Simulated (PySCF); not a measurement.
Start geometry of `C=C=C(C=O)B(F)F` from a GFN2-xTB structure with every atom displaced at random (by about 0.01 Å) (Å):
```
atom  x, y, z in Å
C1     2.122   -0.479    0.514
C2     0.876   -0.193    0.209
C3    -0.400    0.054   -0.107
C4    -1.220   -1.078   -0.487
O5    -0.920   -2.238   -0.559
B6    -0.966    1.499   -0.072
F7    -0.237    2.549    0.259
F8    -2.202    1.762   -0.377
H9     2.401   -0.679    1.537
H10    2.878   -0.458   -0.225
H11   -2.294   -0.766   -0.708
```

Question: What comes out of this run: PySCF, PBE0-D3(BJ)/def2-SVP geometry optimisation, gas phase?

Answer: 
```
atom  x, y, z in Å
C1     2.1468   -0.1883    0.5082
C2     0.8891   -0.1019    0.1957
C3    -0.3964   -0.0082   -0.1140
C4    -1.1730   -1.2450   -0.4365
O5    -0.7191   -2.3579   -0.4560
B6    -1.0750    1.3862   -0.1110
F7    -0.3938    2.4917    0.1031
F8    -2.3734    1.5039   -0.3217
H9     2.4576   -0.3223    1.5495
H10    2.9224   -0.1322   -0.2625
H11   -2.2484   -1.0528   -0.6713
```

The energy falls by 3.1 kcal/mol over 14 energy and gradient evaluations, the largest force component goes from 0.0451 to 3.8e-04 Eh/bohr, and the atoms move by 0.061 Å rms after alignment. The bond that changes most is C3–C4 (outer carbon of cumulated double bonds to aldehyde carbon), which lengthens by 0.047 Å. Bonds longer at the end by more than 0.005 Å: 4 of 10; shorter: 3. Among the angles that change most is C3–C4–O5, from 129.0° to 125.0°. Rotational constants go from 2625, 1605, 1003 to 2545, 1648, 1008 MHz. The orientation of the end geometry is arbitrary; only internal coordinates are fixed.

The run used 127 basis functions and 102 SCF cycles in all.

Whether it is a minimum is left open (no frequencies). One conformer, not necessarily the lowest.
